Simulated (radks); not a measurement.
Results of a calculation; reference values are marked as such.
Neutral nitrogen inside a hard spherical wall (all orbitals vanish at R), configuration held at [He] 2s2 2p3 and not refilled when levels cross. Level of theory: scalar-relativistic Kohn-Sham, PBE, spin-unpolarised, spherical densities, finite nucleus; Fermi nuclear charge, rms radius 2.5582 fm (a radial shooting solver on a logarithmic mesh with Libxc functionals). Eigenvalues in eV, with the zero of energy where the potential of the charges vanishes at infinity; a dash marks a level that is unbound or too diffuse for the functional's potential to be trusted. A positive occupied level is held by the wall or, in an anion where self-interaction has pushed it up, behind a barrier. The pressure on the wall is -dE/dV.

R (bohr),E (hartree),kinetic (hartree),e(1s),e(2s),e(2p),"e(3s, empty)","e(3p, empty)",pressure (GPa)
free,-54.45303,54.343,-384.72,-18.583,-7.090,-,-,0
20,-54.45303,54.343,-384.72,-18.583,-7.090,-,-,< 0.0001
10,-54.45303,54.343,-384.72,-18.582,-7.089,0.325,1.785,0.000273
8,-54.45289,54.345,-384.70,-18.566,-7.073,1.109,3.085,0.00789
6,-54.45027,54.365,-384.46,-18.402,-6.895,3.737,6.697,0.266
5,-54.44063,54.424,-383.86,-18.016,-6.458,7.386,11.096,1.78
4,-54.39294,54.672,-381.89,-16.780,-5.016,16.098,20.526,14.4
2.5,-53.59828,57.594,-366.28,-5.878,7.226,71.747,72.301,619
2,-52.11891,61.774,-349.52,9.228,22.538,136.78,127.53,2870
1.5,-47.33099,72.780,-316.16,51.919,60.412,298.10,256.02,17800
